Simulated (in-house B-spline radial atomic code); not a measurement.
Results of a calculation; reference values are marked as such.
## Two electrons in Si: a parabolic dot with ħω = 26.8 meV in all three directions with an ionised donor at its centre

For Si the NSM archive of the Ioffe Institute lists m_l = 0.98 m0, m_t = 0.19 m0 and ε = 11.7; the model takes one isotropic valley with the conductivity mass 3/(1/m_l + 2/m_t) = 0.26 m0, and so misses anisotropy and the other valleys. All triplets below are those of one valley; with several valleys two electrons can form a triplet in the 1s orbital itself, at an energy set by the valley splitting. Real donors also feel a central-cell potential, which shifts the ground state.

Effective-mass model with parabolic bands, a uniform dielectric constant, no image charges, no central-cell or spin-orbit terms. Two-electron levels come from full CI in B-splines with partial waves to l = 5 (up to 0.001 effective hartree above the limit).

Question: What are the effective units, and what is the potential in them?

Answer: Ha* = 27211.386 meV × 0.26/11.7² = 51.68 meV and a* = 0.0529177 nm × 11.7/0.26 = 2.381 nm. The frequency is ω = 0.518 Ha*, with −1/r added.

In these units the lowest s and p orbitals lie at -0.243007 and 0.713549, and their Coulomb and exchange integrals are J_ss = 0.840205, J_sp = 0.575242 and K_sp = 0.08938. Full CI gives 0.258441 for the ground singlet, 0.934021 for the sp triplet, 1.065108 for the sp singlet and 1.268728 for the lowest triplet of two s orbitals.

Question: What does it cost to add the second electron, to first order and exactly?

Answer: To first order E = 2ε_s + J_ss = 0.354190, so the charging energy E(2) − 2E(1) is J_ss = 43.42 meV. CI gives 0.258441 − 2 × (-0.243007) = 0.744455, or 38.48 meV: relaxation and correlation lower it by 4.949 meV, 11.4 % of J_ss. The s² configuration of one-electron orbitals holds 94.9 % of the state, and the mean radius is 2.98 nm.

Question: How far above the singlet do the triplets lie?

Answer: To first order the sp triplet lies at ε_s + ε_p + J_sp − K_sp = 0.956407, which is 31.12 meV above 2ε_s + J_ss. CI gives 0.934021 − (0.258441) = 0.675581, or 34.92 meV, 71 % of the orbital spacing of 49.44 meV. The ss triplet lies 52.22 meV up, so the lower of the two is the sp one, and its gap equals k_BT at 405 K. The sp singlet-triplet splitting is 6.775 meV, against 2K_sp = 9.239 meV.
